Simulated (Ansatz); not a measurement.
Consider the formal exchange of groups at a B–Ga bond: `[NH2][Ga]([SiH3])[BH]F` + `[F][GaH2]` → `F[BH][GaH][F]` + `[NH2][GaH][SiH3]`.

Program: Ansatz. Geometries: PBE0-D4/def2-TZVP. ΔE: electronic, gas phase. CCSD(T)/CBS is the MP2 limit (def2-TZVPP, def2-QZVPP) plus CCSD(T) − MP2 in def2-TZVPP, frozen cores. DFT in def2-TZVPP. B3LYP here is the variant with VWN-RPA as its local correlation; programs differ in this. HSE06 is defined as in plane-wave codes. For Ga outer-core shells are correlated without core-valence functions, which leaves a few kJ/mol of doubt a bond. Scalar relativity is left out up to krypton. Each species was taken in one conformer, which may not be the lowest.

`[NH2][Ga]([SiH3])[BH]F`:

Cartesian coordinates in Å:
```
N 0.579 0.657 -1.794
Ga 0.286 -0.131 -0.178
Si -1.617 0.779 0.998
B 1.554 -1.717 0.414
F 2.598 -1.478 1.194
H 1.327 0.420 -2.424
H 0.019 1.413 -2.151
H -2.636 -0.275 1.273
H -2.288 1.863 0.227
H -1.213 1.346 2.316
H 1.391 -2.877 0.125
```

`[F][GaH2]`:

```xyz
4

F     1.130    1.113   -0.387
Ga   -0.087   -0.086    0.030
H     0.384   -1.555   -0.171
H    -1.427    0.527    0.528
```

`F[BH][GaH][F]`:

```xyz
6

F     1.556   -1.022   -1.022
B     0.950    0.082   -0.627
Ga   -0.718   -0.050    0.673
F    -2.258    0.049   -0.193
H     1.400    1.114   -1.049
H    -0.930   -0.173    2.218
```

`[NH2][GaH][SiH3]`:

```xyz
9

N    -1.852    0.155    0.667
Ga   -0.382    0.869   -0.126
Si    1.517   -0.576   -0.405
H    -2.705    0.662    0.837
H    -1.912   -0.796    0.991
H    -0.512    2.372   -0.551
H     1.878   -0.712   -1.844
H     1.257   -1.942    0.130
H     2.711   -0.031    0.301
```

| level | ΔE (kJ/mol) | difference from CCSD(T)/CBS |
| --- | --- | --- |
| LDA (SPW92) | -1.2 | 0.1 |
| PBE-D4 | -1.2 | 0.1 |
| revPBE-D4 | -1.6 | -0.3 |
| BLYP-D4 | -2.3 | -1.0 |
| r2SCAN-D4 | -1.0 | 0.3 |
| B97M-V | -3.1 | -1.8 |
| PBE0-D4 | -1.1 | 0.2 |
| B3LYP-D4 | -2.1 | -0.8 |
| r2SCANh-D4 | -1.0 | 0.3 |
| r2SCAN0-D4 | -1.0 | 0.3 |
| BHLYP-D4 | -2.2 | -0.9 |
| CAM-B3LYP-D4 | -2.5 | -1.2 |
| ωB97X-V | -2.0 | -0.7 |
| ωB97M-V | -1.6 | -0.3 |
| B2PLYP | -2.0 | -0.7 |
| PBE | -2.2 | -0.9 |
| revPBE | -2.6 | -1.3 |
| BLYP | -3.8 | -2.5 |
| r2SCAN | -1.4 | -0.1 |
| B3LYP | -3.6 | -2.3 |
| r2SCANh | -1.5 | -0.2 |
| r2SCAN0 | -1.6 | -0.3 |
| HSE06 | -2.0 | -0.7 |
| BHLYP | -3.6 | -2.3 |
| LC-ωPBE | -2.4 | -1.1 |
| RPA@PBE/def2-TZVPP | -0.1 | 1.2 |
| HF/def2-SVP | -5.9 | -4.6 |
| MP2/def2-SVP | -1.2 | 0.1 |
| CCSD/def2-SVP | -2.3 | -1.0 |
| CCSD(T)/def2-SVP | -1.6 | -0.3 |
| HF/def2-TZVPP | -4.5 | -3.2 |
| MP2/def2-TZVPP | 1.0 | 2.3 |
| SCS-MP2/def2-TZVPP | -0.1 | 1.2 |
| CCSD/def2-TZVPP | -0.7 | 0.6 |
| CCSD(T)/def2-TZVPP | 0.2 | 1.5 |
| HF/def2-QZVPP | -4.4 | -3.1 |
| MP2/def2-QZVPP | 0.2 | 1.5 |
| HF/CBS(def2) | -4.4 | -3.1 |
| MP2/CBS(def2) | -0.5 | 0.8 |
| CCSD/CBS(def2) | -2.2 | -0.9 |
| CCSD(T)/CBS | -1.3 | 0 |

Task: What do rigid-rotor, harmonic-oscillator terms from PBE0-D4/def2-TZVP frequencies (298.15 K, 1 bar) make of the CCSD(T)/CBS value? (Estimate.)

Result: Computed: ΔZPE = +0.9 kJ/mol, ΔH = -1.4 kJ/mol, ΔS = 3 J/(mol·K), ΔG = -2.3 kJ/mol. Modes under 50 cm⁻¹ make the entropy rough.

Largest T1 diagnostic among the species: 0.015.

Leaving LDA and LC-ωPBE aside and taking each functional with its dispersion term where it has one, the values, not all of them listed here, spread over 2.4 kJ/mol, from B97M-V to PBE-QIDH. In def2-TZVPP, CCSD(T) changes the Hartree–Fock value by +4.7 kJ/mol (the triples alone add +0.9 kJ/mol) and MP2 by +5.5 kJ/mol.

CCSD(T)/CBS has its own doubt, a few kJ/mol and more with outer-core shells, so smaller differences from it don't rank the levels.
